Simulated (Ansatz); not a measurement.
`[F][Ga]([Cl])[Br]` + HCl → `[Cl][Ga]([Cl])[Br]` + H–F at 500 K and 1 bar (ligand exchange at a Ga–F bond).

Program: Ansatz. Geometries: PBE0-D4/def2-TZVP. ΔE: electronic, gas phase. CCSD(T)/CBS adds triple-zeta CCSD(T) − MP2 to the extrapolated MP2 energy (def2 sets, frozen cores). This one scheme is used for every species. For Br, Ga outer-core shells are correlated without core-valence functions, which leaves a few kJ/mol of doubt a bond. Scalar relativity is left out up to krypton.

```
             species  CCSD(T)/CBS energy (Eh)  H − E (kJ/mol)  S (J/(mol·K))
 `[F][Ga]([Cl])[Br]`              -5056.97994            43.9          380.7
                 HCl               -460.38127            32.5          201.9
`[Cl][Ga]([Cl])[Br]`              -5416.98025            43.1          387.0
                 H–F               -100.39570            39.4          188.7
```

H − E and S are ideal-gas, rigid-rotor, harmonic terms from PBE0-D4/def2-TZVP. 1 Eh = 2625.50 kJ/mol, R = 8.31446 J/(mol·K).

**Question.** By hand: ΔE, ΔH, ΔS and ΔG.

**Answer.** ΔE = (-5416.98025) + (-100.39570) − (-5056.97994) − (-460.38127) = -0.01474 Eh = -38.7 kJ/mol. Δ(H − E) = 43.1 + 39.4 − 43.9 − 32.5 = 6.1, so ΔH = -32.6 kJ/mol. ΔS = 387.0 + 188.7 − 380.7 − 201.9 = -6.9 J/(mol·K). ΔG = -32.6 − 500 × (-6.9)/1000 = -29.2 kJ/mol.

**Question.** By hand: the equilibrium constant, and the temperature at which ΔG would vanish if ΔH and ΔS stayed fixed.

**Answer.** log₁₀ K = −ΔG/(RT ln 10) = 3.1. ΔG = 0 at ΔH/ΔS = 4725 K, far beyond where these terms or the molecules hold.

The number of gas molecules stays the same, so ΔS is small and ΔH decides. A doubt of 5 kJ/mol in ΔE shifts log₁₀ K by 0.5 here. These are equilibria of isolated gas molecules and say nothing of rates. Largest T1 diagnostic: 0.011 (customary marks: 0.02 for closed shells, 0.045 for open ones).
